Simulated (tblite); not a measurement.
A geometry optimisation, step by step.

Compound: C8H9B.
Atom-mapped SMILES: `[CH:1]#[C:2]/[CH:3]=[CH:4]/[CH2:5][BH:6][C:7]#[C:8][CH3:9]` (hydrogens: H10 on C1; H11 on C3; H12 on C4; H13, H14 on C5; H15 on B6; H16, H17, H18 on C9)

Computed with GFN2-xTB (tblite), gas phase: L-BFGS steps from a force-field or distance-geometry start until the largest atomic force falls under 0.01 eV/Å. 4 of its 93 geometries are shown.

Step 0: E = -619.3568 eV, largest atomic force 3.594 eV/Å
```
atom  x, y, z in Å  |  force x, y, z in eV/Å
C1      5.257   -0.446   -0.882   -3.584   0.026  -0.260
C2      4.024   -0.436   -0.974    2.557   0.056   0.076
C3      2.594   -0.430   -1.039    0.913   0.122  -0.205
C4      1.831   -0.770    0.002    0.368   0.088  -0.637
C5      0.360   -0.724   -0.189   -0.155   0.248   0.085
B6     -0.383    0.272    0.787   -1.631  -1.707   1.618
C7     -1.929    0.241    0.708    1.737   0.591  -0.184
C8     -3.130    0.203    0.645   -1.214   0.149   0.041
C9     -4.590    0.127    0.542    0.509  -0.204  -0.172
H10     6.301   -0.461   -0.793    0.007   0.003  -0.030
H11     2.088   -0.127   -1.977    0.718  -0.171   0.503
H12     2.288   -1.083    0.945   -0.441   0.139  -0.344
H13     0.089   -0.466   -1.228    0.262  -0.458   0.245
H14    -0.015   -1.733    0.052   -0.227   0.319  -0.168
H15     0.040    0.296    1.915   -0.003   0.739  -0.647
H16    -4.873    0.568   -0.427   -0.056  -0.173   0.367
H17    -4.855   -0.946    0.543   -0.096   0.514   0.041
H18    -5.106    0.657    1.360    0.336  -0.279  -0.329
```

Step 31: E = -619.9405 eV, largest atomic force 0.048 eV/Å
```
atom  x, y, z in Å  |  force x, y, z in eV/Å
C1      5.239   -0.431   -0.872    0.028   0.003   0.002
C2      4.040   -0.406   -0.943   -0.017   0.000   0.005
C3      2.635   -0.400   -1.050    0.004   0.012  -0.001
C4      1.821   -0.762   -0.058   -0.007  -0.004  -0.008
C5      0.337   -0.788   -0.160   -0.019   0.007   0.024
B6     -0.452    0.054    0.933    0.000   0.001   0.022
C7     -1.943    0.120    0.812    0.025  -0.008  -0.029
C8     -3.145    0.130    0.675    0.022   0.009   0.006
C9     -4.580    0.144    0.521    0.001   0.006   0.006
H10     6.285   -0.451   -0.807   -0.008   0.011   0.001
H11     2.240   -0.089   -2.011    0.003  -0.002   0.005
H12     2.241   -1.063    0.893    0.008  -0.013  -0.013
H13     0.026   -0.499   -1.168    0.001  -0.017   0.008
H14     0.003   -1.826   -0.033   -0.005  -0.008  -0.006
H15     0.102    0.574    1.828   -0.035  -0.004  -0.033
H16    -4.846    0.609   -0.428    0.010   0.015  -0.027
H17    -4.961   -0.876    0.523    0.000  -0.029   0.004
H18    -5.051    0.700    1.331   -0.008   0.020   0.033
```

Step 61: E = -619.9481 eV, largest atomic force 0.033 eV/Å
```
atom  x, y, z in Å  |  force x, y, z in eV/Å
C1      5.229   -0.322   -0.837   -0.010   0.013   0.008
C2      4.030   -0.348   -0.903    0.003   0.005  -0.016
C3      2.626   -0.386   -1.018   -0.011   0.011   0.017
C4      1.825   -0.873   -0.071   -0.007  -0.006   0.007
C5      0.340   -0.918   -0.168   -0.007   0.014  -0.004
B6     -0.443    0.026    0.842    0.004   0.009   0.032
C7     -1.934    0.102    0.729    0.005  -0.004   0.008
C8     -3.140    0.145    0.645    0.002   0.014   0.001
C9     -4.580    0.203    0.550    0.011   0.000  -0.002
H10     6.275   -0.291   -0.768    0.002  -0.005   0.003
H11     2.221    0.012   -1.942    0.003  -0.015  -0.004
H12     2.258   -1.254    0.846   -0.001  -0.006   0.008
H13     0.030   -0.696   -1.192   -0.015  -0.018  -0.020
H14     0.001   -1.941    0.037    0.015  -0.002  -0.017
H15     0.114    0.636    1.675   -0.012  -0.008  -0.020
H16    -4.868    0.682   -0.386    0.009  -0.009   0.004
H17    -4.993   -0.807    0.565    0.003   0.021   0.002
H18    -4.997    0.773    1.381    0.005  -0.014  -0.005
```

Step 92: E = -619.9494 eV, largest atomic force 0.007 eV/Å
```
atom  x, y, z in Å  |  force x, y, z in eV/Å
C1      5.211   -0.275   -0.808    0.004   0.003   0.000
C2      4.014   -0.331   -0.902    0.001   0.005   0.001
C3      2.612   -0.394   -1.027    0.002  -0.006  -0.004
C4      1.817   -0.900   -0.085   -0.004   0.004   0.004
C5      0.333   -0.956   -0.176   -0.004  -0.001   0.001
B6     -0.433    0.007    0.831   -0.002  -0.002  -0.001
C7     -1.923    0.096    0.733    0.001  -0.006   0.000
C8     -3.128    0.154    0.652    0.004   0.004  -0.002
C9     -4.567    0.224    0.556    0.003   0.002  -0.001
H10     6.255   -0.225   -0.722    0.003  -0.001  -0.002
H11     2.205   -0.004   -1.953   -0.002   0.000   0.000
H12     2.254   -1.278    0.831    0.002   0.002   0.000
H13     0.013   -0.749   -1.202    0.002  -0.001  -0.002
H14     0.002   -1.977    0.042   -0.003  -0.001   0.001
H15     0.141    0.628    1.643   -0.001  -0.002   0.003
H16    -4.847    0.706   -0.381   -0.002   0.000  -0.001
H17    -4.988   -0.782    0.568   -0.004   0.003   0.001
H18    -4.981    0.796    1.387   -0.001  -0.002   0.001
```

**Question.** Summarise the path.

**Answer.** The energy falls by 57.18 kJ/mol from step 0 to step 92; nine tenths of that is first reached at step 9. It rises by more than 0.2 meV at step 1. The largest force goes from 3.594 to 0.007 eV/Å. Among the bonds B6–C7 changes most, from 1.548 to 1.496 Å; the atoms move by 0.215 Å rms after alignment.

**Question.** Follow the three bonds and two angles with the largest change from start to end.

**Answer.** 
```tsv
step	E above end (kJ/mol)	largest force (eV/Å)	B6–C7 (Å)	C1≡C2 (Å)	B6–H15 (Å)	C3–C4–C5 (°)	C7–B6–H15 (°)
0	57.18	3.594	1.548	1.236	1.204	117.3	113.5
4	12.99	1.189	1.486	1.208	1.157	120.6	121.2
8	6.11	0.291	1.501	1.201	1.175	121.5	120.5
12	3.16	0.189	1.494	1.202	1.173	123.8	120.2
16	2.33	0.085	1.496	1.201	1.171	124.5	119.5
20	1.93	0.117	1.495	1.201	1.172	124.5	120.8
24	1.36	0.095	1.498	1.202	1.174	124.8	121.8
28	0.95	0.061	1.497	1.201	1.171	124.4	120.9
32	0.83	0.046	1.497	1.201	1.174	124.3	120.7
36	0.78	0.033	1.496	1.201	1.171	124.4	120.6
40	0.74	0.029	1.496	1.201	1.172	124.3	120.4
44	0.68	0.042	1.496	1.201	1.172	124.4	120.1
48	0.50	0.052	1.497	1.202	1.172	124.3	119.9
52	0.37	0.071	1.498	1.201	1.175	124.2	119.7
56	0.25	0.055	1.498	1.201	1.171	124.3	120.1
60	0.14	0.040	1.497	1.202	1.173	124.3	120.1
64	0.08	0.021	1.496	1.201	1.172	124.4	119.9
68	0.07	0.018	1.496	1.202	1.173	124.3	120.0
72	0.06	0.013	1.496	1.201	1.172	124.3	119.9
76	0.04	0.012	1.496	1.201	1.172	124.3	120.0
80	0.03	0.011	1.496	1.201	1.172	124.2	120.1
84	0.02	0.013	1.496	1.201	1.172	124.3	120.0
88	0.01	0.014	1.496	1.201	1.172	124.4	120.0
92	0.00	0.007	1.496	1.201	1.172	124.4	120.1
```

What follows is the cost of the whole relaxation. Hardware: Arm Neoverse N1, one thread, no GPU, shared host. Cost: 0.92 s.
